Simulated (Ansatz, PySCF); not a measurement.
Molecule: C$_{2}$ (charge 0, singlet). This is an excited singlet: at this geometry the triplet lies 0.96 eV lower at wB97M-V/def2-TZVPD. 
Coordinates optimised at B3LYP-D3(BJ)/def2-TZVP (Ansatz, a first-principles code):
```xyz
2

C      0.0000     0.0000    -0.6236
C      0.0000     0.0000     0.6236
```

Total electronic energies in hartree. Valence correlation only, unless marked. Spin-orbit coupling is left out. No relativistic terms.  The program attaches cautions to a run behind CCSD(T)/6-31G: other roots. The program attaches cautions to a run behind CCSD(T)/def2-TZVPP: large difference. The program attaches cautions to a run behind CCSD(T)/def2-QZVPPD: large difference.

The Hartree-Fock reference is unstable (checked in the largest basis), which strains HF and MP2. The T1 diagnostic of CCSD in the largest basis is 0.039, which is high, so the coupled-cluster rows are less sure than usual.

| level | program | energy (Eh) |
|---|---|---|
| PBE/def2-TZVPD | Ansatz | -75.82155 |
| PBE-D3(BJ)/def2-TZVPD | Ansatz + dftd3 | -75.82223 |
| PBE-D4/def2-TZVPD | Ansatz + dftd4 | -75.82211 |
| BP86/def2-TZVPD | PySCF | -75.91833 |
| TPSS-D4/def2-TZVPD | PySCF + dftd4 | -75.93468 |
| HSE06/def2-TZVPD | Ansatz | -75.79902 |
| wB97M-V/def2-TZVPD | Ansatz | -75.87749 |
| B2GP-PLYP/def2-TZVPD | Ansatz | -75.80491 |
| B2PLYP-D4/def2-TZVPD | Ansatz + dftd4 | -75.84348 |
| RI-MP2/cc-pVQZ | Ansatz | -75.67120 |
| RI-MP2/def2-QZVPPD | Ansatz | -75.67157 |
| CCSD(T)/6-31G | Ansatz | -75.64128 |
| CCSD(T)/def2-TZVPP | Ansatz | -75.78461 |
| CCSD(T)/def2-QZVPPD | Ansatz | -75.80092 |

Totals of different functionals don't rank their quality; only differences between species are comparable.
